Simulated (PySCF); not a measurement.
## TlI3 at several levels of theory

Computed with PySCF 2.14.0 (density fitting, no spin-orbit coupling) at the geometry relaxed with BP86:

```xyz
4
TlI3 (singlet)
Tl    0.0899    0.0000    0.0000
I    -1.2910    0.0000    2.3962
I    -1.2910    0.0000   -2.3962
I     2.8577    0.0000    0.0000
```

| level | basis | state | HOMO (eV) | gap (eV) | charge on Tl1 (e) | dipole about the centre of mass (D) | largest force component (eV/Å) |
| --- | --- | --- | --- | --- | --- | --- | --- |
| BP86 | Tl def2-SVP with ECP60, I def2-SVP with ECP28 | singlet | -6.77 | 1.80 | 0.34 | 0.01 | 0.02 |
| revPBE | the same | singlet | -6.60 | 1.85 | 0.38 | 0.02 | 0.11 |
| BLYP | the same | singlet | -6.40 | 1.76 | 0.32 | 0.02 | 0.31 |
| wB97X | the same | singlet | -10.01 | 7.51 | 0.42 | 0.02 | 0.53 |
| BP86 | Tl def2-TZVP with ECP60, I def2-TZVP with ECP28 | singlet | -6.86 | 1.88 | 0.56 | 0.01 | 0.20 |
| BP86 | Tl x2c-SVPall, I x2c-SVPall | singlet | -6.69 | 1.79 | 0.45 | 0.01 | 0.15 |

Charges are Mulliken's, which hang on the basis. The relaxation used the grid (50, 194), these runs (75, 302) or, all-electron (x2c bases, spin-free X2C Hamiltonian), (99, 590).

What does HF with Tl def2-SVP with ECP60, I def2-SVP with ECP28 give here?

state singlet, HOMO (eV) -10.32, gap (eV) 8.97, charge on Tl1 (e) 0.69, dipole about the centre of mass (D) 0.02, largest force component (eV/Å) 0.42. Time: 5.2 s on 2 threads of Arm Neoverse V1 (shared host), from an already converged density.

In the first row's basis the gap widens with exact exchange: 1.8 to 1.9 eV for BLYP, BP86, revPBE (none); 7.5 to 9.0 eV for wB97X, Hartree–Fock (rising or full at long range).
